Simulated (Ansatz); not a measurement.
A geometry relaxed with PBE0-D4/def2-TZVP run with Ansatz (a quantum-chemistry and plane-wave program), charge 0, multiplicity 1:

```xyz
4

B     -0.0014     0.1664    -0.0009
Br     1.6555    -0.7448     0.0015
H     -0.0117     1.3519    -0.0042
Br    -1.6423    -0.7734     0.0037
```

Q: Write the SMILES of this molecule.

A: `BrBBr`
